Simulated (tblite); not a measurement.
C3H7ClGe2O3.
Numbering: `[CH3:1][Ge@:2]([Cl:3])([GeH3:4])[C:5](=[O:6])[O:7][CH:8]=[O:9]` (hydrogens: H10, H11, H12 on C1; H13, H14, H15 on Ge4; H16 on C8)

Computed with GFN2-xTB (tblite), gas phase: L-BFGS steps from a force-field or distance-geometry start until the largest atomic force falls under 0.01 eV/Å.

Step 28: E = -833.5691 eV
```
atom  x, y, z in Å  |  force x, y, z in eV/Å
C1     -0.9191   -1.7490   -1.3433    0.003   0.019   0.020
Ge2    -0.9039   -0.5004    0.2133   -0.023  -0.079   0.088
Cl3    -2.1433   -1.3536    1.7039   -0.003   0.035  -0.032
Ge4    -1.6274    1.7396   -0.3844   -0.007   0.044  -0.033
C5      0.9327   -0.5609    1.0570    0.024   0.041   0.018
O6      1.3245   -1.3534    1.8474    0.021  -0.040   0.020
O7      1.6811    0.4890    0.5548   -0.034   0.035  -0.038
C8      2.9729    0.7250    0.9055   -0.034   0.027  -0.061
O9      3.6399    0.1232    1.6729    0.004  -0.026   0.026
H10    -0.5849   -2.7356   -1.0346    0.012  -0.007  -0.016
H11    -1.9305   -1.8286   -1.7331   -0.005  -0.011  -0.020
H12    -0.2675   -1.3770   -2.1286    0.010  -0.034  -0.034
H13    -0.7834    2.3738   -1.4515    0.008  -0.021   0.014
H14    -3.0167    1.6856   -0.9540    0.025   0.023   0.011
H15    -1.6846    2.7269    0.7407    0.007  -0.010   0.020
H16     3.3027    1.6043    0.3226   -0.008   0.004   0.016
```

Step 29: E = -833.5699 eV
```
atom  x, y, z in Å  |  force x, y, z in eV/Å
C1     -0.9192   -1.7492   -1.3405    0.007  -0.003  -0.010
Ge2    -0.9034   -0.5008    0.2141   -0.022  -0.070   0.070
Cl3    -2.1508   -1.3537    1.6945   -0.018   0.026  -0.002
Ge4    -1.6207    1.7415   -0.3824   -0.005   0.036  -0.036
C5      0.9327   -0.5655    1.0579   -0.004   0.037   0.031
O6      1.3255   -1.3567    1.8493    0.030  -0.011  -0.006
O7      1.6754    0.4881    0.5543   -0.023   0.019  -0.022
C8      2.9664    0.7284    0.9021   -0.009   0.015  -0.053
O9      3.6380    0.1274    1.6663    0.001  -0.036   0.037
H10    -0.5841   -2.7351   -1.0309    0.017  -0.013  -0.009
H11    -1.9288   -1.8333   -1.7338   -0.012   0.001  -0.009
H12    -0.2673   -1.3794   -2.1262    0.018  -0.026  -0.040
H13    -0.7779    2.3775   -1.4493    0.009  -0.024   0.015
H14    -3.0101    1.6843   -0.9515    0.024   0.030   0.012
H15    -1.6774    2.7269    0.7440    0.004  -0.007   0.022
H16     3.2942    1.6085    0.3207   -0.015   0.026   0.000
```

Step 30: E = -833.5706 eV
```
atom  x, y, z in Å  |  force x, y, z in eV/Å
C1     -0.9192   -1.7493   -1.3387    0.011  -0.022  -0.032
Ge2    -0.9036   -0.5023    0.2160   -0.015  -0.036   0.032
Cl3    -2.1567   -1.3531    1.6879   -0.039   0.009   0.032
Ge4    -1.6162    1.7432   -0.3815    0.003   0.010  -0.018
C5      0.9327   -0.5677    1.0590   -0.024   0.025   0.037
O6      1.3269   -1.3589    1.8502    0.037   0.017  -0.027
O7      1.6710    0.4880    0.5533   -0.009   0.001  -0.003
C8      2.9620    0.7307    0.8991    0.011   0.001  -0.030
O9      3.6361    0.1300    1.6618   -0.013  -0.030   0.025
H10    -0.5834   -2.7349   -1.0285    0.017  -0.015  -0.006
H11    -1.9278   -1.8366   -1.7345   -0.010   0.010   0.001
H12    -0.2669   -1.3814   -2.1251    0.018  -0.020  -0.034
H13    -0.7737    2.3793   -1.4475    0.013  -0.019   0.008
H14    -3.0051    1.6838   -0.9494    0.014   0.036   0.008
H15    -1.6721    2.7264    0.7469    0.002  -0.005   0.018
H16     3.2883    1.6119    0.3196   -0.018   0.038  -0.012
```

Step 31: E = -833.5711 eV
```
atom  x, y, z in Å  |  force x, y, z in eV/Å
C1     -0.9191   -1.7497   -1.3378    0.014  -0.033  -0.041
Ge2    -0.9042   -0.5042    0.2183   -0.010   0.001  -0.010
Cl3    -2.1622   -1.3523    1.6834   -0.055  -0.006   0.058
Ge4    -1.6127    1.7445   -0.3811    0.013  -0.018   0.010
C5      0.9324   -0.5684    1.0603   -0.030   0.013   0.035
O6      1.3288   -1.3600    1.8502    0.038   0.034  -0.036
O7      1.6677    0.4884    0.5521    0.005  -0.009   0.011
C8      2.9590    0.7323    0.8965    0.019  -0.010  -0.003
O9      3.6339    0.1313    1.6588   -0.025  -0.014   0.002
H10    -0.5825   -2.7350   -1.0269    0.014  -0.015  -0.007
H11    -1.9273   -1.8388   -1.7351   -0.003   0.015   0.010
H12    -0.2662   -1.3832   -2.1248    0.015  -0.016  -0.025
H13    -0.7701    2.3797   -1.4459    0.020  -0.012  -0.001
H14    -3.0011    1.6840   -0.9478    0.002   0.040   0.002
H15    -1.6680    2.7254    0.7496    0.001  -0.005   0.012
H16     3.2839    1.6150    0.3189   -0.019   0.035  -0.016
```

**Question.** Estimate the geometry and energy of step 32. (The exact step hangs on the optimiser's Hessian estimate; all steps are aligned on step 31, rigid shifts and turns removed.)

**Answer.** E = -833.5718 eV, largest force 0.101 eV/Å
```
atom  x, y, z in Å  |  force x, y, z in eV/Å
C1     -0.9186   -1.7508   -1.3375    0.017  -0.037  -0.040
Ge2    -0.9051   -0.5065    0.2209   -0.010   0.034  -0.052
Cl3    -2.1701   -1.3513    1.6791   -0.064  -0.017   0.076
Ge4    -1.6083    1.7456   -0.3805    0.022  -0.045   0.041
C5      0.9313   -0.5685    1.0622   -0.024   0.002   0.024
O6      1.3320   -1.3606    1.8495    0.033   0.041  -0.034
O7      1.6637    0.4890    0.5507    0.015  -0.012   0.019
C8      2.9556    0.7340    0.8931    0.017  -0.017   0.027
O9      3.6307    0.1322    1.6553   -0.032   0.010  -0.029
H10    -0.5811   -2.7354   -1.0251    0.010  -0.017  -0.010
H11    -1.9267   -1.8412   -1.7356    0.008   0.017   0.018
H12    -0.2651   -1.3857   -2.1249    0.009  -0.011  -0.014
H13    -0.7652    2.3798   -1.4440    0.027  -0.004  -0.010
H14    -2.9961    1.6849   -0.9457   -0.011   0.045  -0.004
H15    -1.6629    2.7239    0.7533    0.001  -0.006   0.002
H16     3.2784    1.6195    0.3178   -0.017   0.018  -0.012
```

The energy changes by -0.0007 eV. The first-order estimate −F·Δx gives -0.0009 eV and the mean of the old and new forces, exact on a quadratic surface, -0.0007 eV. The step makes an angle of 72° with the force vector and moves no atom by more than 0.009 Å.

The cost below is that of the whole relaxation. Time: 1.6 s. Hardware: an Arm Neoverse V2 with one thread, no GPU (shared host).
